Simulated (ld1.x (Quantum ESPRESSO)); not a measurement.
# What the settings do to the TM potential of ruthenium

Base potential:

- Element: ruthenium (Ru)
- Generator: ld1.x (Quantum ESPRESSO) 7.5
- Type: norm-conserving Troullier–Martins (Kleinman–Bylander form)
- Functional: LDA (PZ)
- Relativity: scalar-relativistic
- Frozen core: [Kr]
- Valence charge: 8
- Reference configuration: 4d7 5s0 5p1
- Partial waves: 5s (bound, empty): rc 2.80 bohr; 5p (bound): rc 3.05 bohr; 4d (bound): rc 2.00 bohr
- Local potential: all-electron potential smoothed inside 1.75 bohr (lloc = -1)
- Core correction: none

Cutoffs, loose and tight: the cutoffs (Ry, on a coarse ladder) from which the occupation-weighted sum of valence levels, in a spherical-Bessel basis at the reference potential, stays within 10 and 1 mRy of its value at 400 Ry. They do not see the model core or the augmentation charge, which bear on the density cutoff. Test errors are all-electron minus pseudo excitation energies from the reference, over the configurations 4d7 5s1 5p0; 4d7 5s0 5p0; 4d6 5s0 5p0; 4d5 5s0 5p0; 4d7.5 5s0.5 5p0; 4d8 5s0 5p0; 4d6 5s1 5p1 (two spin-polarised tests are not counted in the largest error). A dash means not determined; rows that change the core or the reference have their own tests. The largest error is taken over the tests solved by every variant that gives reliable tests at all: 4d5 5s0 5p0; 4d6 5s0 5p0; 4d7 5s0 5p0; 4d8 5s0 5p0.

A true bound ghost makes a file unfit for plane-wave use even where its test errors are small: the radial tests pick states by their node count and pass the ghost by. Where a test does run into it, the solver fails or the error is huge.

```tsv
change	outcome	cutoff, loose	cutoff, tight	bound ghosts	largest test error (meV)
base	generated	45 Ry	50 Ry	s	-64
all radii scaled by about 0.78 (s 2.18, p 2.38, d 1.56 bohr); local potential all-electron potential smoothed inside 1.36 bohr (lloc = -1)	generated	55 Ry	70 Ry	s, p	-80
all radii scaled by about 0.84 (s 2.36, p 2.56, d 1.68 bohr); local potential all-electron potential smoothed inside 1.46 bohr (lloc = -1)	generated	50 Ry	60 Ry	s, p	-70
all radii scaled by about 0.95 (s 2.66, p 2.90, d 1.90 bohr); local potential all-electron potential smoothed inside 1.66 bohr (lloc = -1)	generated	50 Ry	55 Ry	s, p	-63
all radii scaled by about 1.13 (s 3.16, p 3.44, d 2.26 bohr); local potential all-electron potential smoothed inside 1.98 bohr (lloc = -1)	generated	40 Ry	45 Ry	s	-70
all radii scaled by about 1.23 (s 3.44, p 3.74, d 2.46 bohr); local potential all-electron potential smoothed inside 2.14 bohr (lloc = -1)	generated	35 Ry	45 Ry	s	-71
all radii scaled by about 1.29 (s 3.62, p 3.94, d 2.58 bohr); local potential all-electron potential smoothed inside 2.26 bohr (lloc = -1)	generated	35 Ry	40 Ry	s	-66
all radii scaled by about 1.37 (s 3.84, p 4.18, d 2.74 bohr); local potential all-electron potential smoothed inside 2.40 bohr (lloc = -1)	generated	35 Ry	40 Ry	none	-38
```

Reading the sweep of the scale of all radii (base = 1) (base included, trends over the rows without a ghost): Bound ghosts are found at 0.78, 0.84, 0.95, 1, 1.13, 1.23, 1.29.
